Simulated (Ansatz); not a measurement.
Mulliken charges of `O[SiH][SiH](O)Cl` radical from PBE/def2-TZVPP in Ansatz (PBE0-D4/def2-TZVP geometry).

```tsv
atom	x (Å)	y (Å)	z (Å)	charge (e)
O1	-1.994	-1.292	0.124	-0.319
Si2	-0.816	-0.682	-0.865	0.202
Si3	0.747	0.407	0.487	0.446
O4	1.938	0.856	-0.546	-0.337
Cl5	1.440	-0.933	1.893	-0.226
H6	-2.833	-1.524	-0.278	0.191
H7	-1.422	0.220	-1.897	-0.067
H8	0.275	1.572	1.282	-0.079
H9	2.666	1.376	-0.200	0.189
```

**Question.** By hand: the dipole of these point charges (1 e Å = 4.8032 D).

**Answer.** Σ q r = (-0.138, 0.208, -0.306) e Å, of length 0.395 e Å = 1.90 D.

**Question.** How does the dipole of the full density compare? (Best estimate.)

**Answer.** Computed: (-0.185, 0.212, -0.194) e Å, 1.64 D; the point charges give 1.16 times that, at 17° from its direction.

Point charges leave out the atoms' own dipoles, such as those of lone pairs, and Mulliken's split depends on the basis, so the two needn't agree.
